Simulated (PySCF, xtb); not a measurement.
C5H5F, SMILES FC1=CC=CC1. The values are those of a single conformer.

Harmonic wavenumbers (cm⁻¹) from GFN2-xTB (xtb) at its own minimum, in rising order: 248, 373, 381, 493, 593, 725, 782, 834, 868, 905, 921, 1011, 1037, 1040, 1112, 1181, 1200, 1289, 1330, 1387, 1579, 1666, 2963, 2986, 3134, 3150, 3162.

Question: What does B3LYP-D3(BJ)/def2-SVP (PySCF 2.14.0) give at its own minimum? (The exact figures need the calculation; the answer reports its results.)

Answer: 262, 388, 404, 505, 622, 685, 807, 873, 910, 915, 958, 963, 1002, 1107, 1110, 1214, 1250, 1348, 1377, 1404, 1601, 1698, 3032, 3070, 3206, 3233, 3240. Paired by order, the mean absolute difference is 40 cm⁻¹ and the zero-point energies are 52.0 and 53.2 kcal/mol.
